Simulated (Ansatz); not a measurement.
Gas-phase electronic energies from Ansatz, PBE0-D4/def2-TZVP geometries. CBS: MP2 limit from def2 TZ/QZ plus the TZ coupled-cluster correction, frozen cores. DFT in def2-TZVPP. B3LYP here is the variant with VWN-RPA as its local correlation; programs differ in this. Elements past krypton have def2 core potentials. For Sn outer-core shells are correlated without core-valence functions, which leaves a few kJ/mol of doubt a bond. One conformer a species, not always the lowest.

Consider the isomerisation: `CC[S][SnH3]` → `SC[CH2][SnH3]`.

**Question.** Is it downhill or uphill in electronic energy at CCSD(T)/CBS, and by how much? (Estimate.)

**Answer.** Ansatz gave: Uphill: ΔE = +19.5 kcal/mol.

**Question.** What do these levels give: PBE-D4, r2SCAN-D4, PBE0-D4, ωB97X-V, PBE, B3LYP, HF/def2-TZVPP, CCSD/def2-TZVPP, CCSD(T)/def2-TZVPP, MP2/def2-QZVPP, MP2/CBS(def2), CCSD/CBS(def2)? (An estimate is asked.)

**Answer.** Ansatz gave: PBE-D4 20.1, r2SCAN-D4 20.6, PBE0-D4 20.3, ωB97X-V 19.6, PBE 19.7, B3LYP 19.8, HF/def2-TZVPP 20.9, CCSD/def2-TZVPP 18.2, CCSD(T)/def2-TZVPP 18.2, MP2/def2-QZVPP 19.4, MP2/CBS(def2) 19.9, CCSD/CBS(def2) 19.5 kcal/mol.

Largest T1 diagnostic among the species: 0.012.

In def2-TZVPP, CCSD(T) changes the Hartree–Fock value by −2.7 kcal/mol (the triples alone add +0.0 kcal/mol) and MP2 by −2.2 kcal/mol.
